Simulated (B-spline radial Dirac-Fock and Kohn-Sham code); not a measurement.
Kohn-Sham estimates against Dirac-Fock for the levels of Pr²⁴⁺

System: Pr²⁴⁺, configuration [Ar] 3d10 4s2 4p5.

The density-functional columns are spherical, spin-unpolarised Dirac-Kohn-Sham results without Breit or QED terms: −ε is minus the orbital energy of the initial state and ΔSCF the difference of two total energies. The reference in the last column comes from multi-electron Dirac-Fock with separately optimised hole states, Breit and Lamb-shift corrections added in first order. All numbers are from an atomic code on a B-spline grid, in eV; a selection of levels is shown. For the 1s level of heavy atoms much of the gap between ΔSCF and the reference is the Breit and QED part, -165.5 eV here; for other levels the error of the functional can be larger.

```tsv
level	LDA −ε	LDA ΔSCF	Dirac-Fock
1s	42477.8	42909.7	42756.3
2s	7453.3	7546.1	7601.9
2p1/2	7090.2	7202.6	7204.2
3s	2153.9	2193.0	2233.8
3p1/2	2000.1	2040.7	2065.9
3d3/2	1636.0	1679.4	1679.6
3d5/2	1614.6	1657.5	1658.8
4s	912.9	932.9	938.2
4p	833.3	852.8	850.0
```

Values without a named source are computed, but for edge energies of neutral atoms, which are taken from tables.
